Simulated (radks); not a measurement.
The cadmium ion Cd2+ inside a hard spherical wall (all orbitals vanish at R), configuration held at [Kr] 4d10 and not refilled when levels cross. Calculated with a radial shooting solver on a logarithmic mesh with Libxc functionals: scalar-relativistic Kohn-Sham, r2SCAN, spin-polarised, spherical densities, finite nucleus; meta-GGA in the generalised Kohn-Sham scheme; Fermi nuclear charge, rms radius 4.6087 fm. Eigenvalues in eV for spin up, with the zero of energy where the potential of the charges vanishes at infinity; a dash marks a level that is unbound or too diffuse for the functional's potential to be trusted. A positive occupied level is held by the wall or, in an anion where self-interaction has pushed it up, behind a barrier. The pressure on the wall is -dE/dV.

[
 {"R (bohr)": "free", "E (hartree)": "-5594.34951", "kinetic (hartree)": "5821.395", "e(3d)": "-415.78", "e(4s)": "-127.67", "e(4p)": "-87.841", "e(4d)": "-30.750", "e(5s, empty)": "-20.549", "e(5p, empty)": "-13.671", "pressure (GPa)": "0"},
 {"R (bohr)": "20", "E (hartree)": "-5594.34951", "kinetic (hartree)": "5821.395", "e(3d)": "-415.78", "e(4s)": "-127.67", "e(4p)": "-87.841", "e(4d)": "-30.750", "e(5s, empty)": "-20.549", "e(5p, empty)": "-13.671", "pressure (GPa)": "< 0.0001"},
 {"R (bohr)": "12", "E (hartree)": "-5594.34951", "kinetic (hartree)": "5821.395", "e(3d)": "-415.78", "e(4s)": "-127.67", "e(4p)": "-87.841", "e(4d)": "-30.750", "e(5s, empty)": "-20.549", "e(5p, empty)": "-13.671", "pressure (GPa)": "< 0.0001"},
 {"R (bohr)": "10", "E (hartree)": "-5594.34951", "kinetic (hartree)": "5821.395", "e(3d)": "-415.78", "e(4s)": "-127.67", "e(4p)": "-87.841", "e(4d)": "-30.750", "e(5s, empty)": "-20.549", "e(5p, empty)": "-13.670", "pressure (GPa)": "< 0.0001"},
 {"R (bohr)": "8", "E (hartree)": "-5594.34951", "kinetic (hartree)": "5821.395", "e(3d)": "-415.78", "e(4s)": "-127.66", "e(4p)": "-87.841", "e(4d)": "-30.750", "e(5s, empty)": "-20.547", "e(5p, empty)": "-13.650", "pressure (GPa)": "< 0.0001"},
 {"R (bohr)": "6", "E (hartree)": "-5594.34938", "kinetic (hartree)": "5821.397", "e(3d)": "-415.77", "e(4s)": "-127.66", "e(4p)": "-87.833", "e(4d)": "-30.743", "e(5s, empty)": "-20.477", "e(5p, empty)": "-13.314", "pressure (GPa)": "0.0227"},
 {"R (bohr)": "5", "E (hartree)": "-5594.34770", "kinetic (hartree)": "5821.416", "e(3d)": "-415.70", "e(4s)": "-127.59", "e(4p)": "-87.766", "e(4d)": "-30.680", "e(5s, empty)": "-20.110", "e(5p, empty)": "-12.334", "pressure (GPa)": "0.437"},
 {"R (bohr)": "4", "E (hartree)": "-5594.32630", "kinetic (hartree)": "5821.603", "e(3d)": "-415.06", "e(4s)": "-127.03", "e(4p)": "-87.234", "e(4d)": "-30.166", "e(5s, empty)": "-18.101", "e(5p, empty)": "-8.656", "pressure (GPa)": "8.55"},
 {"R (bohr)": "3.5", "E (hartree)": "-5594.26767", "kinetic (hartree)": "5822.026", "e(3d)": "-413.81", "e(4s)": "-125.99", "e(4p)": "-86.240", "e(4d)": "-29.172", "e(5s, empty)": "-14.850", "e(5p, empty)": "-3.704", "pressure (GPa)": "39.3"},
 {"R (bohr)": "3", "E (hartree)": "-5594.05811", "kinetic (hartree)": "5823.326", "e(3d)": "-410.61", "e(4s)": "-123.44", "e(4p)": "-83.808", "e(4d)": "-26.606", "e(5s, empty)": "-7.097", "e(5p, empty)": "6.917", "pressure (GPa)": "194"},
 {"R (bohr)": "1.5", "E (hartree)": "-5571.28813", "kinetic (hartree)": "5918.520", "e(3d)": "-311.21", "e(4s)": "-50.137", "e(4p)": "-5.787", "e(4d)": "65.639", "e(5s, empty)": "256.06", "e(5p, empty)": "294.95", "pressure (GPa)": "82900"}
]
